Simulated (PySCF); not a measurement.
F₃Fe, SMILES [F][Fe]([F])[F], multiplicity 6 at its PBE0/def2-SVP optimised geometry (Å):

```
4

Fe    -0.4367    -0.0003     0.0000
F     -1.3112    -1.5141     0.0064
F     -1.3103     1.5141     0.0000
F      1.3112    -0.0003     0.0000
```

Method: PySCF with unrestricted PBE0/def2-TZVP.

Map of the Laplacian of the electron density (e/bohr⁵) on the plane z = 0.8 Å:

```
|000000000000000000000000000|
|000000000000000000000000000|
|000000000000000000000000000|
|000000000000000000000000000|
|000000000000000000000000000|
|000000000000000000000000000|
|000000000100000000000000000|
|000000012210000000000000000|
|000000013421000000000000000|
|000000012310000000000000000|
|000000001110000000000000000|
|000000000011110001100000000|
|000000000025621112210000000|
|000000000039941124310000000|
|000000000025621112210000000|
|000000000011110001100000000|
|000000001110000000000000000|
|000000012310000000000000000|
|000000013421000000000000000|
|000000012210000000000000000|
|000000001100000000000000000|
|000000000000000000000000000|
|000000000000000000000000000|
|000000000000000000000000000|
|000000000000000000000000000|
|000000000000000000000000000|
|000000000000000000000000000|
```
Scale: ten equal steps from 0.000 (start of '0') to 1.20 (end of '9'), in the order '0123456789'; x runs from -4.00 to 4.00, y from -4.00 (bottom) to 4.00 (top).
